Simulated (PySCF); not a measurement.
**Ionisation energy of Sb¹⁶⁺ by level of theory**

Sb¹⁶⁺ [Ar] 3d10 4s2 4p5 (2P) → Sb¹⁷⁺ [Ar] 3d10 4s2 4p4 (3P), as a difference of total energies. All numbers are calculated (PySCF 2.14, the spin-free X2C one-electron Hamiltonian (Gaussian nucleus), in an even-tempered Gaussian basis (20 s from 0.68 bohr⁻², ratio 2.5; 14 p from 0.88 bohr⁻², ratio 2.5; 9 d from 1.6 bohr⁻², ratio 2.5; 5 f from 7.1 bohr⁻², ratio 2.7; 4 g from 11 bohr⁻², ratio 2.7)). The calculations carry no spin-orbit coupling.

```csv
method,ionisation energy (eV)
UHF,450.66
BHandHLYP,452.15
r2SCAN0,452.46
```

Spin-orbit coupling is strong in these open shells (close to jj coupling). The scalar numbers leave it out and a first-order estimate fails, so it can dominate the gap to the real levels.

Breit and QED terms and the two-electron picture change are absent.

For comparison: 447 ± 3 eV (theoretical estimate listed by NIST; NIST Atomic Spectra Database, ionization energies).
